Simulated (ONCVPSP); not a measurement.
Which change was made? (V, ONCV)

vanadium, optimised norm-conserving Vanderbilt (ONCV), made with ONCVPSP 4.0.1 (PW91, fully relativistic). Core [Ar], reference 3d3 4s2. Waves: 4s: rc 2.70 bohr, ncon 5, nbas 9, qcut 2.3 1/bohr, 3 projectors, debl 2.5 Ha; p scattering state at 0.19 Ha: rc 2.35 bohr, ncon 4, nbas 7, qcut 3.8 1/bohr, 2 projectors, debl 0.8 Ha; 3d: rc 1.30 bohr, ncon 3, nbas 8, qcut 9.6 1/bohr, 2 projectors, debl 2.5 Ha. Local part: polynomial inside 1.30 bohr (lpopt 4, dvloc0 3 Ha). Core correction: Teter function, fcfact 4, rcfact 1.2.

Open shells are filled in proportion to 2j + 1.

Cutoffs, loose and tight: the cutoffs (Ha) at which the residual kinetic energy of the hardest occupied pseudo-wave falls to 1 and 0.1 mHa per electron. They do not see the model core or the augmentation charge, which bear on the density cutoff. Test errors are all-electron minus pseudo excitation energies from the reference, over the configurations 3d3 4s1; 3d3 4s0; 3d2 4s0; 3d3 4s0 4p1; variants that change the core or the reference have their own tests.

The base gives: outcome: generated; cutoff, loose: 40 Ha; cutoff, tight: 47 Ha; bound ghosts: p3/2, p1/2; GHOST(+) flags above zero: s; largest test error (meV): +56.

Q: After one change the result is: outcome: generated, projector energies reset by the program; cutoff, loose: 34 Ha; cutoff, tight: 38 Ha; bound ghosts: none; GHOST(+) flags above zero: s; largest test error (meV): -126. Which change was it?
A. s: qcut 3.1; p: qcut 5.2; d: qcut 13
B. core correction Teter function, fcfact 4, rcfact 1.72
C. all radii but the core radius scaled by about 1.26 (s 3.40, p 2.96, d 1.64 bohr); local potential polynomial inside 1.64 bohr (lpopt 4, dvloc0 3 Ha)
D. scalar-relativistic

A: C. The others give: s: qcut 3.1; p: qcut 5.2; d: qcut 13 → outcome: generated; cutoff, loose: 55 Ha; cutoff, tight: 64 Ha; bound ghosts: p3/2, p1/2; GHOST(+) flags above zero: s; largest test error (meV): +51 | scalar-relativistic → outcome: generated; cutoff, loose: 40 Ha; cutoff, tight: 47 Ha; bound ghosts: p; GHOST(+) flags above zero: s; largest test error (meV): +55 | core correction Teter function, fcfact 4, rcfact 1.72 → outcome: generated; cutoff, loose: 40 Ha; cutoff, tight: 47 Ha; bound ghosts: p3/2, p1/2; GHOST(+) flags above zero: s; largest test error (meV): -939.
